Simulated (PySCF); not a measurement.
Dipole moment and polarisability of `C=CC(F)(F)[SiH2][SiH2]N`

Species: C₃H₉F₂NSi₂.
Structure used (GFN2-xTB), in Å, numbered top down from 1:
```
atom  x, y, z in Å
C1    -3.2088    0.0617    0.4915
C2    -2.1984    0.7329   -0.0309
C3    -0.7753    0.4975    0.3148
F4    -0.0990    1.7014    0.3855
F5    -0.6399   -0.0325    1.5773
Si6    0.1810   -0.6691   -0.9330
Si7    2.3257   -0.9309   -0.1077
N8     2.9351    0.6564    0.1418
H9    -3.0536   -0.6791    1.2575
H10   -4.2238    0.2354    0.1808
H11   -2.3352    1.4841   -0.7948
H12   -0.6761   -1.8606   -0.9451
H13   -0.0369    0.0018   -2.2205
H14    2.3360   -1.8089    1.0790
H15    3.2275   -1.5320   -1.0967
H16    3.8898    0.7945    0.4315
H17    2.3448    1.3594    0.5581
```

Level: CAM-B3LYP/def2-SVPD (PySCF), static field, nuclei fixed, core orbitals frozen in the response. The polarisability tensor in these axes (au):

```
x   128.36  -1.59  -3.12
y    -1.59  90.64  -0.90
z    -3.12  -0.90  88.30
```

Problem. Give the principal values, the mean and the anisotropy Δα = √{½[(α1 − α2)² + (α2 − α3)² + (α1 − α3)²]}.

Solution. Principal values 87.70, 90.94 and 128.66 au; mean 102.44 au = 15.18 Å³ = 16.89 × 10⁻⁴⁰ C²·m²/J; Δα = 39.44 au (39 % of the mean).

Problem. What is the dipole moment, and where does it point?

Solution. (-0.34, -0.51, -0.73) D, 0.95 D in size, pointing from the negative to the positive side. Measured along this direction, the outermost atoms are H16 at the negative end and H12 at the positive end.

Problem. Orientational against electronic polarisability at 500 K (dilute gas, rigid molecules)?

Solution. In Gaussian units μ²/3kT = 4.39 Å³ against 15.18 Å³, a ratio of 0.29; the Debye molar polarisation (4π/3)N_A(α + μ²/3kT) is 49.4 cm³/mol, leaving out the vibrational part.

Problem. Give the eigenvalues of the traceless quadrupole moment Θ = ½Σq(3rr − r²1), origin at the centre of nuclear charge.

Solution. -8.01, -4.76, 12.77 D·Å. The values depend on the origin, since the dipole doesn't vanish. The electronic extent ⟨r²⟩ about the same centre is 1628 bohr², a root-mean-square distance of 2.39 Å for the 80 electrons.

Problem. In TDDFT the mean static polarisability is Σ f/ω² over all singlet excitations (ω in hartree). How much of it do the 8 lowest give? Their energies (eV) and oscillator strengths: 5.91, 0.0320; 6.33, 0.2884; 6.77, 0.0518; 7.17, 0.0217; 7.23, 0.0098; 7.31, 0.0245; 7.50, 0.0712; 7.56, 0.1075.

Solution. They add up to 9.97 au, 9.7 % of the 102.44 au; the largest single term is 5.33 au, from the state at 6.33 eV. Terms in order: 0.68, 5.33, 0.84, 0.31, 0.14, 0.34, 0.94, 1.39 au. Higher excitations give the rest. The strengths listed sum to 0.607.

Geometry: GFN2-xTB, one conformer, isolated molecule.
